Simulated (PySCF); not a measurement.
WH6, singlet: structure and spectrum

Computed with PBE0/[W def2-TZVP with ECP60, H def2-TZVP], scalar-relativistic core potentials, density fitting, no spin–orbit coupling, PySCF.

The structure is a minimum.

Z-matrix (Å, degrees; charge 0 multiplicity 1):
```
W
H  1 1.6578
H  1 1.6578 2 61.97
H  1 1.6578 2 61.97 3 -71.36
H  1 1.7060 2 66.99 3 144.32
H  1 1.7060 2 118.45 3 37.63
H  1 1.7060 2 118.45 3 -108.99
```

| Item | Value |
| --- | --- |
| Point group | C3v |
| Bond lengths | W–H 1.658 Å (×3), W–H 1.706 Å (×3) |
| Bond angles | H–W–H 62.0° (×3), H–W–H 67.0° (×3), H–W–H 114.7° (×3), H–W–H 118.4° (×6) |
| Entropy at 298.15 K and 1 bar | 250.7 J/(mol K) |
| Rotational symmetry number | 3 |
| Enthalpy at 298.15 K above 0 K | 11.50 kJ/mol |
| Highest occupied level | -8.54 eV |
| Dipole moment | 1.81 D |
| Rotational constants | 1.497, 1.474, 1.474 cm⁻¹ |
| Lowest empty level | -2.34 eV |
| Heat capacity Cp at 298.15 K | 54.8 J/(mol K) |
| Atomisation energy without zero-point energy | 1677 kJ/mol |
| Principal quadrupole moments (Buckingham, traceless) about the centre of mass | -0.93, -0.93, 1.86 D Å |
| Principal polarisabilities | 47.0, 48.0, 48.0 bohr³ |
| Zero-point energy | 120.7 kJ/mol |

Harmonic modes (masses in u: W 183.951, H 1.008):
| symmetry | ω (cm⁻¹) | IR (km/mol, summed over degenerate members) | μ (u) |
| --- | --- | --- | --- |
| e | 716 | 19.2 | 1.01 |
| a1 | 765 | 15.3 | 1.03 |
| a2 | 824 | 0.0 | 1.01 |
| e | 889 | 158 | 1.01 |
| e | 938 | 17.0 | 1.02 |
| a1 | 1154 | 113 | 1.01 |
| e | 1993 | 378 | 1.02 |
| a1 | 2013 | 120 | 1.01 |
| e | 2110 | 148 | 1.01 |
| a1 | 2132 | 47.1 | 1.02 |

In C3v the vibrations span 5e + 4a1 + a2. The a2 mode carries no infrared intensity, as symmetry demands.

Charges (e):
| atom | Mulliken | Löwdin | polar tensor | Mayer order to W1 |
| --- | --- | --- | --- | --- |
| W1 | -0.02 | 0.02 | 0.73 | – |
| H2,3,4 | 0.09 | 0.05 | -0.03 | 0.94 |
| H5,6,7 | -0.09 | -0.05 | -0.21 | 0.99 |

Mulliken populations on W1 (electrons outside its core potential): s 2.84, p 6.54, d 4.60, f 0.04.

Outer orbital energies (eV). occupied: -12.18, -9.55, -9.55, -9.31, -8.54, -8.54; empty: -2.34, -2.34, -2.28, 1.43.

Stability towards spin polarisation was not tested. Other isomers or separated fragments may lie lower. Spin–orbit coupling, left out here, can matter for elements this heavy.

The final relaxation and frequency run took 40 s on 2 threads of a shared Intel Xeon Platinum 8488C (Sapphire Rapids) host, with 76 basis functions and 12 gradients; the process peaked at 1.3 GiB.
